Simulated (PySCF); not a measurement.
**UHF on Cd²⁺ (cadmium, charge +2)**

Configuration: [Kr] 4d9 5p1, one real determinant (an excited configuration). Computed with PySCF 2.14 in aug-cc-pwCVDZ-PP with ECP28MDF (6s6p5d3f, 70 functions), with a scalar-relativistic core potential.

* Total energy: -165.397618 hartree
* One-electron energy: -279.3470 hartree
* Hartree (Coulomb) energy: 127.8820 hartree
* Exchange energy: -13.9326 hartree
* ⟨S²⟩: 2.0018
* ⟨L²⟩: 8.027
* Sum of ⟨r⟩: 21.48 bohr
* Sum of ⟨r²⟩: 33.24 bohr²
* Traceless quadrupole moment −½Σ⟨3z² − r²⟩ along its main axis: -3.54 e·bohr²

| shell | electrons | mean orbital energy (hartree) | spread (hartree) | rms radius, mean of both spins (bohr) |
| --- | --- | --- | --- | --- |
| 4s α | 1 | -5.80572 | 0 | 0.943 |
| 4s β | 1 | -5.71137 | 0 | 0.943 |
| 4p α | 3 | -4.13579 | 0.07434 | 1.03 |
| 4p β | 3 | -4.02357 | 0.07229 | 1.03 |
| 4d α | 5 | -1.65839 | 0.07591 | 1.30 |
| 4d β | 4 | -1.60919 | 0.03549 | 1.30 |
| 5p α | 1 | -0.72433 | 0 | 3.15 |

⟨L²⟩ = 8.03 against 12 for a pure F term, so this real determinant mixes terms. Energies and moments cover only the electrons outside the core potential.
